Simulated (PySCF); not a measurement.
# Electronic structure of Zn (zinc, neutral) at the BP86 level

Configuration: [Ar] 3d10 4s2, closed-shell 1S. All numbers are calculated (PySCF 2.14, scalar relativity through the core potential, in cc-pVDZ-PP with ECP10MDF (4s4p3d1f, 38 functions)).

| Item | Value |
| --- | --- |
| Total energy | -227.2252 hartree |
| One-electron energy | -407.7613 hartree |
| Hartree (Coulomb) energy | 201.5476 hartree |
| Exchange-correlation energy | -21.0116 hartree |
| ⟨S²⟩ | 0.0000 |
| ⟨L²⟩ | 0.000 |
| Sum of ⟨r⟩ | 20.11 bohr |
| Sum of ⟨r²⟩ | 32.69 bohr² |
| Time after the integrals | 0.42 s of wall time on 1 thread of Neoverse-N1 (shared host) |

```json
{"shell": "3s", "electrons": "2", "mean orbital energy (hartree)": "-4.76133", "rms radius, mean of both spins (bohr)": "0.735"}
{"shell": "3p", "electrons": "6", "mean orbital energy (hartree)": "-3.05633", "rms radius, mean of both spins (bohr)": "0.780"}
{"shell": "3d", "electrons": "10", "mean orbital energy (hartree)": "-0.37413", "rms radius, mean of both spins (bohr)": "1.03"}
{"shell": "4s", "electrons": "2", "mean orbital energy (hartree)": "-0.22594", "rms radius, mean of both spins (bohr)": "2.94"}
```

Energies and moments cover only the electrons outside the core potential.
